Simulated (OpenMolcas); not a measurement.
Fe2+ (d6) among equal point charges was computed by CASSCF with the d shell active (OpenMolcas, ANO-RCC-VDZP on the metal). Its lowest spin-free states, and all those of the highest spin:

```tsv
2S+1	Degeneracy	E (cm-1)
5	1	0.0
5	2	559.4
5	2	3900
3	1	21234
3	1	21279
3	2	21413
3	2	22466
3	2	23709
3	1	24396
3	1	24998
3	2	25329
3	2	25613
```

Problem. Is the site octahedral, tetrahedral or cube-like, axial, or of lower symmetry?

Solution. The states with 2S+1 = 5 have orbital degeneracies 1, 2, 2. There are pairs but no triples, so the site is axial: not cubic, but with a proper or improper axis of order three or more. The run had Fe2+ among 6 point charges of -1.5 e arranged as a trigonal prism (D3h), 1.93 Å from the ion, with a polar angle of 54.5° against the regular 49.1°.

Without dynamic correlation the repulsion within the d shell is too large (B by tens of per cent), so at a given field states of lower spin stand too high. The ground term spreads over less than 5000 cm-1, several times less than with real ligands, so orbital moments are less quenched and χT lies further from the spin-only value than at real sites. Point charges carry no covalency, so the field is a model and not that of real ligands. No measured value stands beside these numbers.
